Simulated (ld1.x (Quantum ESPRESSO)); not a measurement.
# Hf (Z = 72), ultrasoft: configuration errors across variants

| Quantity | Value |
| --- | --- |
| Element | hafnium (Hf) |
| Generator | ld1.x (Quantum ESPRESSO) 7.5 |
| Type | ultrasoft |
| Functional | PBE |
| Relativity | scalar-relativistic |
| Frozen core | [Kr] 4d10 4f14 |
| Valence charge | 12 |
| Reference configuration | 5s2 5p6 5d3 6s1 6p0 |
| Partial waves | 5s (bound): rcut 1.60, rcutus 1.70 bohr; 6s (bound): rcut 1.60, rcutus 1.70 bohr; 5p (bound): rcut 2.40, rcutus 2.65 bohr; 6p (bound, empty): rcut 2.40, rcutus 2.65 bohr; 5d (bound): rcut 2.70, rcutus 2.90 bohr; 5d channel at 0.45 Ry: rcut 2.70, rcutus 2.90 bohr |
| Local potential | all-electron potential smoothed inside 1.60 bohr (lloc = -1) |
| Core correction | a·sin(br)/r model core, default radius (core density twice the valence density) |
| Augmentation charge | PSQ, inside the norm-conserving radii |

All-electron excitation energies from the reference (eV): (1) 5s2 5p6 5d2 6s2 6p0 -2.593; (2) 5s2 5p6 5d2 6s1 6p0 5.383; (3) 5s2 5p6 5d2 6s0 6p0 19.563; (4) 5s2 5p6 5d2 6s1.5 6p0 0.661.

The overlap operator is not positive definite (basis up to 400 Ry) in “base”, “all radii but the core radius scaled by about 0.74 (s 1.26, p 1.98, d 2.16 bohr, rcut 1.20/1.80/2.02); local potential all-electron potential smoothed inside 1.20 bohr (lloc = -1)”, “all radii but the core radius scaled by about 0.88 (s 1.50, p 2.34, d 2.56 bohr, rcut 1.42/2.12/2.40); local potential all-electron potential smoothed inside 1.42 bohr (lloc = -1)”, “all radii but the core radius scaled by about 0.95 (s 1.62, p 2.52, d 2.76 bohr, rcut 1.52/2.28/2.58); local potential all-electron potential smoothed inside 1.52 bohr (lloc = -1)”, “all radii but the core radius scaled by about 1.05 (s 1.78, p 2.78, d 3.04 bohr, rcut 1.68/2.52/2.84); local potential all-electron potential smoothed inside 1.68 bohr (lloc = -1)”, “all radii but the core radius scaled by about 1.12 (s 1.90, p 2.96, d 3.24 bohr, rcut 1.78/2.68/3.00); local potential all-electron potential smoothed inside 1.78 bohr (lloc = -1)”, “all radii but the core radius scaled by about 1.25 (s 2.12, p 3.30, d 3.62 bohr, rcut 2.00/2.98/3.36); local potential all-electron potential smoothed inside 2.00 bohr (lloc = -1)”, “all radii but the core radius scaled by about 1.32 (s 2.24, p 3.48, d 3.82 bohr, rcut 2.10/3.16/3.54); local potential all-electron potential smoothed inside 2.10 bohr (lloc = -1)”, “all radii but the core radius scaled by about 1.39 (s 2.36, p 3.68, d 4.04 bohr, rcut 2.22/3.34/3.76); local potential all-electron potential smoothed inside 2.22 bohr (lloc = -1)”. Such files are unfit for use, however small their errors in these radial tests.

1 further variants failed, have other tests or too few solved ones, and are left out.

A true bound ghost makes a file unfit for plane-wave use even where its test errors are small: the radial tests pick states by their node count and pass the ghost by.

Errors AE − PS in meV (a dash: test not solved or not reliable):

| change | (1) | (2) | (3) | (4) | bound ghosts |
| --- | --- | --- | --- | --- | --- |
| base | -83 | -65 | -112 | -68 | d (s, p not tested, overlap not positive) |
| all radii but the core radius scaled by about 0.74 (s 1.26, p 1.98, d 2.16 bohr, rcut 1.20/1.80/2.02); local potential all-electron potential smoothed inside 1.20 bohr (lloc = -1) | – | – | – | – | not determined (overlap not positive) |
| all radii but the core radius scaled by about 0.88 (s 1.50, p 2.34, d 2.56 bohr, rcut 1.42/2.12/2.40); local potential all-electron potential smoothed inside 1.42 bohr (lloc = -1) | -6.9 | -6.7 | -15 | -5.8 | not determined (overlap not positive) |
| all radii but the core radius scaled by about 0.95 (s 1.62, p 2.52, d 2.76 bohr, rcut 1.52/2.28/2.58); local potential all-electron potential smoothed inside 1.52 bohr (lloc = -1) | – | – | – | – | d (p not tested, overlap not positive) |
| all radii but the core radius scaled by about 1.05 (s 1.78, p 2.78, d 3.04 bohr, rcut 1.68/2.52/2.84); local potential all-electron potential smoothed inside 1.68 bohr (lloc = -1) | -87 | -84 | -162 | -79 | d (p not tested, overlap not positive) |
| all radii but the core radius scaled by about 1.12 (s 1.90, p 2.96, d 3.24 bohr, rcut 1.78/2.68/3.00); local potential all-electron potential smoothed inside 1.78 bohr (lloc = -1) | -346 | -451 | -712 | -384 | not determined (overlap not positive) |
| all radii but the core radius scaled by about 1.25 (s 2.12, p 3.30, d 3.62 bohr, rcut 2.00/2.98/3.36); local potential all-electron potential smoothed inside 2.00 bohr (lloc = -1) | – | – | – | – | not determined (overlap not positive) |
| all radii but the core radius scaled by about 1.32 (s 2.24, p 3.48, d 3.82 bohr, rcut 2.10/3.16/3.54); local potential all-electron potential smoothed inside 2.10 bohr (lloc = -1) | – | – | – | – | not determined (overlap not positive) |
| all radii but the core radius scaled by about 1.39 (s 2.36, p 3.68, d 4.04 bohr, rcut 2.22/3.34/3.76); local potential all-electron potential smoothed inside 2.22 bohr (lloc = -1) | – | – | – | – | not determined (overlap not positive) |

Give the same row for: all radii but the core radius scaled by about 0.81 (s 1.36, p 2.14, d 2.34 bohr, rcut 1.28/1.94/2.18); local potential all-electron potential smoothed inside 1.28 bohr (lloc = -1).

-3.5, -5.5, -18, -3.6; bound ghosts: not determined (overlap not positive). Its overlap operator is not positive definite in a basis up to 400 Ry (lowest eigenvalue p -0.19), so the file is unfit for use: the generalised eigenproblem breaks down once the basis is large enough, and its test numbers describe a broken file.
